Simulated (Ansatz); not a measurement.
N2+, multiplicity 2 (lowest of 2S+1 = 2, 4 at CCSD(T)/def2-TZVPP on PBE0 minima; our sources give no spin for the ground state, which may be another), most abundant isotopes (14.0031 and 14.0031 u). Constants from fifth-degree fits in 1/R to seven points on the lowest solution found; no spin–orbit coupling, no relativity up to Kr; ω_e x_e and α_e move by some per cent with the fit.

Cores are frozen in the correlated methods. CBS(a, b) extrapolates the correlation energy as X⁻³ and adds the Hartree–Fock energy of set b.

The values were computed with Ansatz (Gaussian basis) for Hartree–Fock, density functionals and correlated methods. 

| level | r_e (Å) | ω_e (cm⁻¹) | ω_e x_e (cm⁻¹) | α_e (cm⁻¹) |
|---|---|---|---|---|
| PBE/def2-TZVPP | 1.1144 | 2264.9 | 14.3 | 0.0174 |
| CCSD(T)/CBS(aug-cc-pVTZ, aug-cc-pVQZ) | 1.1170 | 2219.0 | 15.6 | 0.0183 |

**Question.** Derive the rotational constants, the centrifugal constant, the fundamental, the zero-point energy and the force constant.

**Answer.** 
μ = 7.00154 u.
- PBE/def2-TZVPP: B_e = 16.8576/(μ r_e²) = 1.9387 cm⁻¹; B₀ = B_e − α_e/2 = 1.9299 cm⁻¹; D = 4B_e³/ω_e² = 5.68e-06 cm⁻¹; fundamental ω_e − 2ω_e x_e = 2236 cm⁻¹; zero-point energy ω_e/2 − ω_e x_e/4 = 1129 cm⁻¹; k = μ(2πcω_e)² = 2120 N/m
- CCSD(T)/CBS(aug-cc-pVTZ, aug-cc-pVQZ): B_e = 16.8576/(μ r_e²) = 1.9298 cm⁻¹; B₀ = B_e − α_e/2 = 1.9206 cm⁻¹; D = 4B_e³/ω_e² = 5.84e-06 cm⁻¹; fundamental ω_e − 2ω_e x_e = 2188 cm⁻¹; zero-point energy ω_e/2 − ω_e x_e/4 = 1106 cm⁻¹; k = μ(2πcω_e)² = 2030 N/m

Doubts at one or more of the structures used: other coupled-cluster roots lie near (CCSD(T)/CBS(aug-cc-pVTZ, aug-cc-pVQZ)).

Ansatz is a first-principles code.
